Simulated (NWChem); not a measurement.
System: PbNH2F, singlet; SMILES [Pb]([NH2])[F]

```xyz
5

Pb     0.2720     0.0231     0.0000
F     -0.9798    -1.6216     0.0000
N     -1.3942     1.3389     0.0000
H     -2.3433     0.9733     0.0000
H     -1.3863     2.3544     0.0000
```
Atoms are numbered in this order, from 1.

All runs: NWChem. Low-valent species are run as closed-shell singlets; no triplet was tried in these runs. Coordinates come from a PBE0/def2-SVP optimisation. def2 effective core potentials on Pb; no spin-orbit coupling. Vertical excitations in the gas phase.

Question: Predict the results for LDA (Slater exchange, VWN5)/def2-SVP, full TDDFT. Quantities: lowest excitation, singlet (eV); orbital gap (eV).

Answer: 
```json
{
  "lowest excitation, singlet (eV)": "4.35",
  "orbital gap (eV)": "3.21"
}
```
